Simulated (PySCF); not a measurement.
C5H14NSi, SMILES C[Si](C)(N(C)C)[CH2], doublet (GFN2-xTB optimised geometry):

```
21

C      1.497     0.130     0.000
Si    -0.354     0.130     0.000
C     -1.027    -0.836    -1.494
C     -1.023     1.910     0.000
N     -1.043    -0.643     1.420
C     -1.030    -2.075     1.557
C     -1.022     0.018     2.698
H      2.076     0.884     0.507
H      2.076    -0.721    -0.320
H     -2.080    -1.074    -1.385
H     -0.913    -0.251    -2.400
H     -0.487    -1.765    -1.644
H     -0.481     2.539     0.698
H     -2.076     1.950     0.262
H     -0.911     2.353    -0.983
H     -0.130    -2.429     2.076
H     -1.072    -2.539     0.578
H     -1.900    -2.396     2.138
H     -0.123    -0.234     3.275
H     -1.054     1.093     2.557
H     -1.893    -0.288     3.285
```

Calculation: unrestricted CAM-B3LYP/def2-SVP (PySCF 2.14.0).

What are the frontier orbital energies (α orbitals alone; a β orbital can be the lowest empty one) and the dipole moment?

HOMO-2 -9.74 eV, HOMO-1 -8.26 eV, HOMO -7.14 eV, LUMO 2.49 eV, LUMO+1 3.39 eV; dipole moment 0.45 D.

Meta-Löwdin charges at CAM-B3LYP/def2-SVP: C1 -0.47, Si2 0.98, C3 -0.55, C4 -0.55, N5 -0.43, C6 -0.18, C7 -0.18, H8 0.11, H9 0.11, H10 0.11, H11 0.11, H12 0.10, H13 0.10, H14 0.11, H15 0.11, H16 0.07, H17 0.10, H18 0.09, H19 0.07, H20 0.10, H21 0.09.
